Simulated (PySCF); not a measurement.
MoOF2, SMILES [O]=[Mo]([F])[F] (connectivity only; charge and spin as stated), neutral, multiplicity 3.

The structure is a stationary point at B3LYP-D3(BJ)/def2-TZVP. The spin state was assumed, not searched. The def2 effective core potentials stand for the cores of Mo; spin–orbit coupling is left out.

Method: TDA-PBE0/def2-SVPD in PySCF 2.14.0.

Vertical excitations. Isolated molecule, no solvent.

```csv
state,energy (eV),λ (nm),f,main pairs
root 1,1.74,713,0.002,α HOMO→LUMO 98 %
root 2,1.99,622,0.002,α HOMO−1→LUMO 99 %
root 3,3.34,371,0.000,α HOMO→LUMO+1 98 %
root 4,3.71,334,0.000,α HOMO→LUMO+2 98 %
root 5,3.91,317,0.005,α HOMO−1→LUMO+1 97 %
root 6,4.20,295,0.003,α HOMO−1→LUMO+2 99 %
root 7,4.95,250,0.000,α HOMO−2→LUMO 93 %
root 8,5.20,238,0.004,"α HOMO−4→LUMO 58 %, β HOMO−2→LUMO+2 23 %, β HOMO−5→LUMO+2 8 %"
root 9,5.49,226,0.003,"α HOMO−3→LUMO 80 %, β HOMO−1→LUMO+2 9 %"
root 10,5.75,216,0.001,β HOMO→LUMO 98 %
```
Unrestricted roots are not spin-pure.
